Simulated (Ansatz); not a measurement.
Steps of a relaxation of `PB1C[SiH]1[ZnH]` with RKS PBE0-D4/def2-TZVP.

```sh
$ ansatz run in.yaml --threads 4 --pin off --events-out ev --progress --plain --max-ram 10444MiB
```

```yaml
crystal:
  periodic: [false, false, false]
  atoms:
    - {symbol: P, position_ang: [-1.089090, 1.885480, 1.555590]}
    - {symbol: B, position_ang: [-0.471460, 0.505980, 0.468920]}
    - {symbol: C, position_ang: [0.348140, -0.753890, 0.759420]}
    - {symbol: Si, position_ang: [0.814710, 0.194140, -0.932360]}
    - {symbol: Zn, position_ang: [0.833910, -1.443480, -2.605030]}
    - {symbol: H, position_ang: [-2.046280, 1.206890, 2.293980]}
    - {symbol: H, position_ang: [-2.019120, 2.467180, 0.706740]}
    - {symbol: H, position_ang: [0.934370, -0.825990, 1.669520]}
    - {symbol: H, position_ang: [-0.009920, -1.738630, 0.481070]}
    - {symbol: H, position_ang: [1.960640, 1.110190, -0.743110]}
    - {symbol: H, position_ang: [0.744100, -2.607880, -3.654730]}
basis:
  gaussian: {orbitals: def2-TZVP}
hamiltonian: {xc: pbe0, dispersion: d4}
relax: {f_tol: 0.005, max_steps: 150}
```

Positions (Å) and forces (eV/Å) along the path, 11 of 17 steps:

```xyz
11
step=1 energy=-67381.0060 eV
P    -1.089    1.885    1.556    0.493    0.057   -0.121
B    -0.471    0.506    0.469    0.019   -0.258    0.409
C     0.348   -0.754    0.759   -0.115    0.375   -0.122
Si    0.815    0.194   -0.932    0.121   -0.398    0.028
Zn    0.834   -1.443   -2.605   -0.106   -0.155   -0.163
H    -2.046    1.207    2.294   -0.349   -0.402    0.543
H    -2.019    2.467    0.707   -0.275    0.425   -0.456
H     0.934   -0.826    1.670    0.069    0.076    0.134
H    -0.010   -1.739    0.481   -0.088   -0.076   -0.278
H     1.961    1.110   -0.743    0.176    0.174   -0.119
H     0.744   -2.608   -3.655    0.055    0.182    0.145
11
step=3 energy=-67381.0808 eV
P    -1.131    1.877    1.539    0.005   -0.056   -0.059
B    -0.462    0.483    0.502   -0.073    0.047    0.027
C     0.364   -0.758    0.794    0.086    0.042    0.035
Si    0.856    0.157   -0.894    0.038   -0.027    0.060
Zn    0.792   -1.439   -2.608    0.004   -0.014    0.020
H    -2.080    1.212    2.354    0.011    0.026   -0.022
H    -2.029    2.506    0.647    0.010   -0.029    0.017
H     0.919   -0.850    1.727   -0.011   -0.039   -0.029
H     0.033   -1.731    0.431   -0.014    0.053   -0.011
H     2.001    1.115   -0.826   -0.042   -0.017   -0.006
H     0.738   -2.572   -3.665   -0.013    0.014   -0.032
11
step=4 energy=-67381.0854 eV
P    -1.136    1.876    1.522   -0.080   -0.022   -0.022
B    -0.457    0.472    0.512   -0.033    0.050   -0.019
C     0.380   -0.758    0.816    0.075    0.025    0.042
Si    0.872    0.139   -0.876    0.002   -0.017    0.034
Zn    0.782   -1.442   -2.605    0.017    0.016    0.006
H    -2.092    1.227    2.345    0.052    0.035   -0.038
H    -2.035    2.490    0.619    0.036   -0.038    0.028
H     0.927   -0.856    1.752   -0.008   -0.030   -0.030
H     0.047   -1.727    0.445   -0.012    0.005    0.005
H     2.001    1.116   -0.830   -0.034   -0.025    0.011
H     0.711   -2.539   -3.699   -0.016    0.001   -0.018
11
step=5 energy=-67381.0886 eV
P    -1.152    1.878    1.480   -0.094   -0.002   -0.004
B    -0.448    0.451    0.530    0.023    0.062   -0.006
C     0.411   -0.757    0.867    0.016    0.005   -0.056
Si    0.897    0.095   -0.839    0.021    0.001   -0.007
Zn    0.775   -1.418   -2.631   -0.027   -0.052    0.036
H    -2.105    1.255    2.326    0.045    0.035   -0.032
H    -2.051    2.452    0.550    0.032   -0.042    0.036
H     0.954   -0.854    1.805    0.011    0.003   -0.017
H     0.074   -1.726    0.499   -0.021   -0.057    0.017
H     2.004    1.096   -0.819   -0.018   -0.002    0.027
H     0.642   -2.472   -3.767    0.011    0.047    0.006
11
step=6 energy=-67381.0904 eV
P    -1.160    1.883    1.462   -0.040    0.001   -0.028
B    -0.438    0.450    0.533    0.012    0.041    0.048
C     0.423   -0.756    0.878   -0.017   -0.003   -0.063
Si    0.910    0.083   -0.829    0.000   -0.046   -0.006
Zn    0.755   -1.434   -2.616    0.018    0.017   -0.055
H    -2.104    1.269    2.321    0.013    0.003   -0.001
H    -2.065    2.426    0.522    0.016   -0.017    0.018
H     0.971   -0.851    1.813    0.008    0.018    0.005
H     0.075   -1.727    0.523   -0.011   -0.034    0.020
H     2.010    1.089   -0.801    0.004   -0.007   -0.003
H     0.623   -2.430   -3.806   -0.003    0.026    0.066
11
step=7 energy=-67381.0841 eV rejected
P    -1.167    1.900    1.446   -0.010    0.007    0.113
B    -0.407    0.465    0.565   -0.166    0.065   -0.195
C     0.428   -0.766    0.875    0.160    0.134    0.155
Si    0.915    0.080   -0.821   -0.042   -0.168   -0.199
Zn    0.761   -1.426   -2.638   -0.004    0.152    0.121
H    -2.082    1.279    2.330   -0.015    0.023    0.020
H    -2.095    2.379    0.497    0.013   -0.008   -0.031
H     0.988   -0.856    1.802    0.041   -0.040    0.028
H     0.014   -1.723    0.567   -0.005   -0.095   -0.078
H     2.020    1.083   -0.800    0.028   -0.054    0.057
H     0.625   -2.416   -3.825    0.001   -0.015    0.007
11
step=10 energy=-67381.0930 eV
P    -1.171    1.889    1.453    0.002   -0.007   -0.007
B    -0.426    0.460    0.539   -0.021    0.029   -0.006
C     0.428   -0.756    0.875    0.019   -0.013   -0.003
Si    0.916    0.074   -0.828    0.002   -0.010   -0.003
Zn    0.756   -1.416   -2.633   -0.002    0.003    0.002
H    -2.097    1.272    2.328   -0.003   -0.003    0.002
H    -2.088    2.401    0.509    0.000    0.000    0.001
H     0.988   -0.841    1.803    0.006    0.001    0.003
H     0.049   -1.726    0.551   -0.004   -0.003    0.005
H     2.030    1.064   -0.788    0.004   -0.002    0.004
H     0.615   -2.421   -3.808   -0.002    0.005    0.005
11
step=11 energy=-67381.0934 eV
P    -1.179    1.885    1.443   -0.004   -0.011   -0.002
B    -0.419    0.461    0.537   -0.002    0.036    0.007
C     0.439   -0.753    0.880   -0.025   -0.014   -0.013
Si    0.929    0.068   -0.823    0.010   -0.009    0.018
Zn    0.746   -1.407   -2.635    0.005   -0.013   -0.008
H    -2.103    1.265    2.318   -0.004    0.000    0.004
H    -2.096    2.390    0.496    0.001    0.001   -0.003
H     0.996   -0.831    1.811    0.016    0.001   -0.004
H     0.048   -1.724    0.571    0.010    0.001    0.001
H     2.049    1.051   -0.781   -0.002    0.003   -0.001
H     0.592   -2.404   -3.815   -0.006    0.004    0.000
11
step=13 energy=-67381.0939 eV
P    -1.197    1.880    1.431    0.005   -0.007    0.001
B    -0.404    0.468    0.539    0.007   -0.003    0.006
C     0.454   -0.749    0.889   -0.024   -0.014   -0.011
Si    0.952    0.054   -0.812    0.001    0.016    0.007
Zn    0.735   -1.396   -2.640   -0.004   -0.016   -0.003
H    -2.122    1.252    2.299    0.000    0.000   -0.005
H    -2.108    2.376    0.473    0.002   -0.003   -0.001
H     1.018   -0.818    1.817    0.001    0.002   -0.003
H     0.047   -1.721    0.601    0.012    0.021    0.009
H     2.076    1.032   -0.768    0.001    0.000    0.001
H     0.549   -2.377   -3.829    0.000    0.005   -0.001
11
step=16 energy=-67381.0940 eV
P    -1.201    1.878    1.428   -0.002    0.001    0.001
B    -0.399    0.468    0.540    0.001    0.002   -0.001
C     0.458   -0.748    0.893   -0.003   -0.009    0.000
Si    0.958    0.053   -0.808    0.002    0.003   -0.006
Zn    0.728   -1.395   -2.637    0.000    0.001    0.001
H    -2.132    1.246    2.287    0.000    0.000   -0.001
H    -2.105    2.371    0.463    0.001    0.000    0.000
H     1.023   -0.813    1.820    0.000    0.001    0.001
H     0.054   -1.721    0.608    0.002    0.000    0.003
H     2.084    1.029   -0.763    0.000   -0.001   -0.001
H     0.531   -2.367   -3.832    0.000    0.001    0.002
11
step=17 energy=-67381.0940 eV
P    -1.202    1.877    1.428   -0.001    0.001    0.001
B    -0.398    0.468    0.541   -0.001    0.001   -0.002
C     0.459   -0.748    0.893    0.000   -0.003    0.002
Si    0.959    0.054   -0.808    0.002    0.002   -0.004
Zn    0.727   -1.394   -2.637    0.000    0.001    0.002
H    -2.134    1.244    2.285    0.000    0.000    0.000
H    -2.104    2.371    0.462    0.000    0.000    0.000
H     1.023   -0.813    1.821    0.001    0.001    0.001
H     0.055   -1.721    0.608    0.000   -0.002    0.001
H     2.086    1.029   -0.763    0.000   -0.001    0.000
H     0.529   -2.366   -3.830    0.000    0.000    0.000
```

It took 97 s on 4 threads of an Arm Neoverse V1 on a shared host, with 0.77 GiB of host memory at the peak.
